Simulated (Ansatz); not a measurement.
System: tribromoborane, BBr$_{3}$ (charge 0, singlet). 
Structure (B3LYP-D3(BJ)/def2-TZVP (Ansatz, a program for electronic structure) minimum search):
```xyz
4

B      0.0000     0.0000     0.0000
Br     1.6561    -0.9245     0.2018
Br    -1.5101    -0.8993    -0.7409
Br    -0.1460     1.8237     0.5390
```

Basis-set convergence of Hartree-Fock and CCSD correlation energies (hartree) with Ansatz. Cores are frozen in the correlated levels unless marked. Spin-orbit coupling is left out. The frozen core is the preceding noble-gas configuration, with the filled d and f shells of earlier blocks. Non-relativistic.

```
basis    functions        E(HF)  E(corr, CCSD)
-------  ---------  -----------  -------------
cc-pVDZ         95  -7741.94944       -0.45552
cc-pVTZ        159  -7742.18281       -0.61461
cc-pVQZ        259  -7742.19282       -0.67051
```

Extrapolating the two largest sets (X = 3 and 4) as X^-3: E(corr) = (64·(-0.67051) - 27·(-0.61461))/37 = -0.7113 Eh, an estimate of the basis-set limit. The largest set recovers 94.3 % of it, the smallest 64.0 %.
